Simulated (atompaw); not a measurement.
## Al: PAW (atompaw) pseudisation with PBEsol, scalar-relativistic reference atom.

The input file (atompaw 4.2.0.5):

```
Al 13
GGA-PBESOL scalarrelativistic loggrid 1500 logderivrange -3 5 201
3 3 0 0 0 0
3 1 1
0 0 0
c
c
v
c
v
2
1.95 1.80 1.85 1.60
y
1.35
n
y
0.25
n
y
-0.1
y
2.65
n
custom polynom vanderbiltortho sinc
3 0 troulliermartins
1.60
1.60
1.95
1.95
1.70
1.95
PWSCFOUT
UPFDX 0.0125d0 UPFXMIN -7.d0 UPFZMESH 13.d0
END
```

Command:

```bash
atompaw < Al.input > Al.log
```

Resulting log (summary file):

```
Completed calculations for Al (AE)

 Exchange-correlation type: GGA, Perdew-Burke-Ernzerhof modified (PBEsol)

 Radial integration grid is logarithmic
 r0 =   6.0512684E-04 h =   7.8666489E-03   n =      1500 rmax =   8.0000000E+01

 Scalar relativistic calculation

 AEatom converged in  31 iterations
   nz     =  13.00
   delta  =       3.939903130933E-17

 All Electron Orbital energies:
  n  l      occupancy      energy
  1  0      2.0000000E+00 -1.1082375E+02
  2  0      2.0000000E+00 -7.9266217E+00
  3  0      2.0000000E+00 -5.6704575E-01
  2  1      6.0000000E+00 -5.1110552E+00
  3  1      1.0000000E+00 -1.9768052E-01

 Total energy
   Total                    :     -484.39227473549533

 ---
 Completed calculations for Al (SC)

 Exchange-correlation type: GGA, Perdew-Burke-Ernzerhof modified (PBEsol)

 Radial integration grid is logarithmic
 r0 =   6.0512684E-04 h =   7.8666489E-03   n =      1500 rmax =   8.0000000E+01

 Scalar relativistic calculation

 SCatom converged in   1 iterations
   nz     =  13.00
   delta  =       3.862666314523E-19

 Valence Electron Orbital energies:
  n  l      occupancy      energy
   3  0      2.0000000E+00 -5.6704575E-01
   3  1      1.0000000E+00 -1.9768052E-01

 Total energy
   Total                    :     -484.39227473549175
   Valence                  :      -38.21433271619996

 PAW parameters:
       lmax =            2
         rc =    1.9516319362573524
        irc =         1028
   rc_shape =    1.8039415976196989
    rc_vloc =    1.8616273671896579
    rc_core =    1.6030888517864998
   Vloc: Norm-conserving Troullier-Martins with l= 3;e=   0.0000E+00
   Projector type: polynomial pseudization + Vanderbilt ortho.
   Sinc^2 compensation charge shape zeroed at   1.8039E+00

 Number of basis functions     6
 No.   n  nodes  l      Energy         Cp coeff         Occ
  1    3    2    0   -0.5670458E+00  0.6388620E+03  0.2000000E+01
  2  999    3    0    0.1350000E+01  0.3921723E+02  0.0000000E+00
  3    3    1    1   -0.1976805E+00  0.1109272E+05  0.1000000E+01
  4  999    2    1    0.2500000E+00  0.2051105E+04  0.0000000E+00
  5  999    0    2   -0.1000000E+00  0.1834576E+03  0.0000000E+00
  6  999    1    2    0.2650000E+01  0.9697564E+01  0.0000000E+00

 Eigenvalues of overlap operator (in the basis of projectors):
    1        1.01329239E+00
    2        1.17857149E+00
    3        2.63980993E+00
    4        2.71999660E+02
    5        1.08710960E+03
    6        7.03805368E+04

 Orbital leakage outside PAW augmentation regions
   orb  is_core?  %out_of_sphere
   1 0    T          -0.00
   2 0    T           0.09
   3 0    F          70.05
   2 1    T           0.23
   3 1    F          86.07

 Summary of PAW energies
   Total valence energy     :    -38.21433474146151
   Smooth energy            :      4.20876426386213
   One center               :    -42.42309900532364
   Smooth kinetic           :      1.47546820378222
   Vloc energy              :     -0.06011823583800
   Smooth exch-corr         :     -1.86137468888670
   One-center xc            :    -33.98686381051080
```

Note: ghost states, extra bound levels that the all-electron valence spectrum of the same l lacks: s at -68.5 eV, p at -13.8 eV. A true bound ghost makes a file unfit for plane-wave use.

The run took about 1.8 s on one core of a shared server CPU.
